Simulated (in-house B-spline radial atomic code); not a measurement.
Successive ionisation energies of carbon; each step leads to the configuration of the next row (after the last: bare). Dirac energy differences include first-order Breit, QED and recoil terms. NIST's values go from ground level to ground level; the uncertainty of those that are theory runs from under 0.1 % in few-electron ions to several per cent in heavy many-electron ones. Computed with an all-electron radial atomic-structure program (B-spline basis): Dirac-Hartree-Fock, average of the configuration, finite nuclei.

```tsv
ion	configuration	ionisation energy (eV)	tabulated value (eV)	tabulated kind	computed minus tabulated (eV)	highest orbital	largest mean radius (bohr)
C	[He] 2s2 2p2	10.0	11.26029	measured	-1.3	2p3/2	1.743
C+	[He] 2s2 2p1	?	?	measured	?	?	?
C2+	[He] 2s2	45.8	47.88778	measured	-2.1	2s1/2	1.3713
C3+	[He] 2s1	?	?	measured	?	?	?
C4+	1s2	390.9	392.0906	tabulated theory	-1.2	1s1/2	0.2666
C5+	1s1	490.0	489.9932	tabulated theory	0.0	1s1/2	0.24984
```

**Question.** Fill in the row of C+.

**Answer.** ionisation energy (eV): 24.0; tabulated value (eV): 24.38314; computed minus tabulated (eV): -0.3; highest orbital: 2p3/2; largest mean radius (bohr): 1.4748.

**Question.** Fill in the row of C3+.

**Answer.** ionisation energy (eV): 64.4; tabulated value (eV): 64.49352; computed minus tabulated (eV): -0.1; highest orbital: 2s1/2; largest mean radius (bohr): 1.2793.

**Question.** Where is the largest jump?

**Answer.** From C3+ to C4+, by a factor of 6.07 (64.373 to 390.85 eV); the highest orbital goes from 2s1/2 to 1s1/2.

Where a p, d or f electron is removed, the computed value is a mean over both j, so it misses the tabulated one by a part of the spin-orbit splitting; averaging over terms and missing correlation add to the gap, relatively most at low charge.
